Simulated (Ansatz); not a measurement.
Species, as SMILES: [GeH2] (GeH2) (closed-shell singlet).
Geometry (B3LYP-D3(BJ)/def2-TZVP, fixed):
```xyz
3

Ge    -0.0030    -0.0010     0.0661
H      0.0397    -1.1207    -1.0751
H      0.0547     1.1536    -1.0391
```

Basis-set convergence of the dipole moment at MP2 with Ansatz (an electronic-structure program). Dipoles come from the density behind the forces; the sign is taken along the dipole that this method gives in the largest set. The reference of a correlated method is not its basis-set limit, which lies further on. All functions are spherical. Cores are frozen (with 3d on Ga to Br). A restricted Hartree-Fock determinant is unstable towards unrestricted orbitals. No added dispersion term, no relativity. Reference: the value in aug-pcseg-3, 0.137 D, itself unsure by roughly 0.006 D (its mean distance from aug-cc-pVQZ, def2-QZVPPD). Deviations are taken from unrounded values.

| basis | functions | dipole moment (D) | minus reference (D) |
|---|---|---|---|
| aug-cc-pVDZ | 54 | 0.164 | 0.026 |
| aug-pcseg-1 | 54 | 0.054 | -0.084 |
| def2-TZVP | 60 | 0.095 | -0.042 |
| cc-pVTZ | 71 | 0.103 | -0.035 |
| def2-TZVPPD | 88 | 0.147 | 0.010 |
| aug-pcseg-2 | 105 | 0.131 | -0.006 |
| def2-QZVP | 135 | 0.119 | -0.018 |
| def2-QZVPPD | 161 | 0.135 | -0.002 |
| aug-pcseg-3 | 191 | 0.137 | 0.000 |
